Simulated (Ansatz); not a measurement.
Ansatz (an electronic-structure program) input (CCSD(T)/def2-SVPD):

Ansatz 0.2 input:
```yaml
crystal:
  periodic: [false, false, false]
  atoms:
    - {symbol: Ca, position_ang: [-0.40944060, 0.54249696, -0.28492166]}
    - {symbol: Cl, position_ang: [1.85219330, 0.08664783, -1.37536649]}
    - {symbol: Cl, position_ang: [-1.37049847, -0.72487955, 1.71056845]}
basis:
  gaussian:
    orbitals: def2-SVPD
total_charge: -1
magnetization: {spin_polarized: true, initial_magnetization: 1}
correlation: {method: ccsd_t, electrons: outside_noble_gas}
output: {forces: true}
```

End of the output:

```
mean field evaluation 8: about -43419.3501 eV, gradient 7.8e-3 eV
mean field evaluation 16: about -43419.2741 eV, gradient 1.1e0 eV
mean field evaluation 32: about -43417.8398 eV, gradient 3.5e-2 eV
mean field evaluation 64: about -43417.1256 eV, gradient 3.6e-3 eV
mean field -43419.35014103 eV, -1595.6316869903 hartree, gradient 2.2e-6 eV, S^2 0.750339; 5 other end points of the search recorded, 0 dependent functions left out
determinant -43419.35014103 eV, -1595.6316869903 hartree, with singles and doubles -43428.58732989 eV, -1595.9711474195 hartree
determinant -43417.83983676 eV, -1595.5761843321 hartree, with singles and doubles -43427.08643133 eV, -1595.9159904151 hartree
determinant -43417.18428655 eV, -1595.5520933061 hartree, with singles and doubles -43426.49568062 eV, -1595.8942807270 hartree
determinant -43417.12564845 eV, -1595.5499383959 hartree, with singles and doubles -43426.49876203 eV, -1595.8943939665 hartree
19 core orbitals not correlated
reference -43419.35014103 eV, -1595.6316869903 hartree; 9, 8 occupied and 53, 54 virtual orbitals, 799 factors
densities: 0.41 GiB planned
second order -8.58312400 eV of doubles, -0.00000000 eV of singles
coupled cluster: 0.31 GiB planned
cycle   1  -9.23778985 eV  change   -6.0e-4 eV  update   6.5e-4
cycle   2  -9.23783847 eV  change   -4.9e-5 eV  update   3.9e-4
cycle   3  -9.23788653 eV  change   -4.8e-5 eV  update   2.4e-4
cycle   4  -9.23783127 eV  change    5.5e-5 eV  update   6.1e-5
cycle   5  -9.23784376 eV  change   -1.2e-5 eV  update   2.5e-5
cycle   6  -9.23787062 eV  change   -2.7e-5 eV  update   6.3e-6
cycle   7  -9.23787617 eV  change   -5.6e-6 eV  update   2.5e-6
cycle   8  -9.23787478 eV  change    1.4e-6 eV  update   7.7e-7
cycle   9  -9.23787431 eV  change    4.7e-7 eV  update   2.6e-7
perturbative correction -0.22472547 eV, -0.0082585088 hartree
the calculation of the forces begins
Total energy: -43428.81274081 eV, -1595.9794311182 hartree
Atom 0 at    -0.409441     0.542497    -0.284922 Å, force    -0.260264     0.344842    -0.181113 eV/Å
Atom 1 at     1.852193     0.086648    -1.375366 Å, force     0.416828    -0.100226    -0.183974 eV/Å
Atom 2 at    -1.370498    -0.724880     1.710568 Å, force    -0.156564    -0.244616     0.365087 eV/Å
Dipole moment:     0.220750    -0.292488     0.153616 e Å
```
